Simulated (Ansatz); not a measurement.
Ansatz (a quantum-chemistry and plane-wave program) input (CCSD(T)/def2-SVPD):

Ansatz 0.2 input:
```yaml
crystal:
  periodic: [false, false, false]
  atoms:
    - {symbol: Sc, position_ang: [-0.00000000, -0.00000000, -0.00000000]}
    - {symbol: F, position_ang: [-1.64065751, -0.99238502, 0.05453133]}
    - {symbol: F, position_ang: [0.02527590, 1.77173437, -0.73476338]}
    - {symbol: F, position_ang: [1.61538161, -0.77934935, 0.68023204]}
basis:
  gaussian:
    orbitals: def2-SVPD
total_charge: -1
magnetization: {spin_polarized: true, initial_magnetization: 1}
correlation: {method: ccsd_t, electrons: outside_noble_gas}
output: {forces: true}
```

End of the output:

```
integrals: 0.23 GiB planned
1033 factors; integrals over basis functions are off by at most 4.3e-4 eV
mean field: 0.54 GiB planned
mean field evaluation 1: about -28788.3318 eV, gradient 2.0e1 eV
mean field evaluation 2: about -28788.4130 eV, gradient 2.1e1 eV
mean field evaluation 4: about -28790.8330 eV, gradient 2.1e0 eV
mean field evaluation 8: about -28791.0757 eV, gradient 4.1e-1 eV
mean field evaluation 16: about -28791.0895 eV, gradient 2.5e-6 eV
mean field evaluation 32: about -28791.0878 eV, gradient 1.9e-1 eV
mean field evaluation 64: about -28788.8929 eV, gradient 5.4e-4 eV
mean field evaluation 96: about -28789.1411 eV, gradient 1.4e1 eV
mean field evaluation 128: about -28789.0533 eV, gradient 3.0e0 eV
mean field -28791.08951502 eV, -1058.0530243755 hartree, gradient 2.5e-6 eV, S^2 0.752151; 3 other end points of the search recorded, 0 dependent functions left out
determinant -28791.08951502 eV, -1058.0530243755 hartree, with singles and doubles -28809.44826917 eV, -1058.7276961465 hartree
determinant -28789.52400222 eV, -1057.9954928413 hartree, with singles and doubles -28807.76835952 eV, -1058.6659606055 hartree
determinant -28788.89287654 eV, -1057.9722994005 hartree, with singles and doubles -28807.33417403 eV, -1058.6500045833 hartree
determinant -28788.62848463 eV, -1057.9625831771 hartree, with singles and doubles -28806.98360182 eV, -1058.6371212920 hartree
12 core orbitals not correlated
reference -28791.08951502 eV, -1058.0530243755 hartree; 13, 12 occupied and 78, 79 virtual orbitals, 1033 factors
densities: 1.30 GiB planned
second order -18.34208434 eV of doubles, -0.00000000 eV of singles
coupled cluster: 0.88 GiB planned
cycle   1  -18.36579708 eV  change   -7.0e-3 eV  update   2.4e-3
cycle   2  -18.36476823 eV  change    1.0e-3 eV  update   1.6e-3
cycle   3  -18.36561481 eV  change   -8.5e-4 eV  update   1.1e-3
cycle   4  -18.36564110 eV  change   -2.6e-5 eV  update   2.7e-4
cycle   5  -18.36598899 eV  change   -3.5e-4 eV  update   1.0e-4
cycle   6  -18.36609624 eV  change   -1.1e-4 eV  update   3.5e-5
cycle   7  -18.36613586 eV  change   -4.0e-5 eV  update   1.2e-5
cycle   8  -18.36614557 eV  change   -9.7e-6 eV  update   3.9e-6
cycle   9  -18.36613864 eV  change    6.9e-6 eV  update   1.5e-6
cycle  10  -18.36613670 eV  change    1.9e-6 eV  update   4.5e-7
perturbative correction -0.47360759 eV, -0.0174047581 hartree
the calculation of the forces begins
Total energy: -28809.92925931 eV, -1058.7453722081 hartree
Atom 0 at    -0.000000    -0.000000    -0.000000 Å, force     0.000000     0.000000    -0.000000 eV/Å
Atom 1 at    -1.640658    -0.992385     0.054531 Å, force    -0.445582    -0.269519     0.014810 eV/Å
Atom 2 at     0.025276     1.771734    -0.734763 Å, force     0.006865     0.481181    -0.199552 eV/Å
Atom 3 at     1.615382    -0.779349     0.680232 Å, force     0.438717    -0.211661     0.184742 eV/Å
Dipole moment:    -0.000000    -0.000000     0.000000 e Å
```

The spin state was set by rule; other spins were not relaxed.
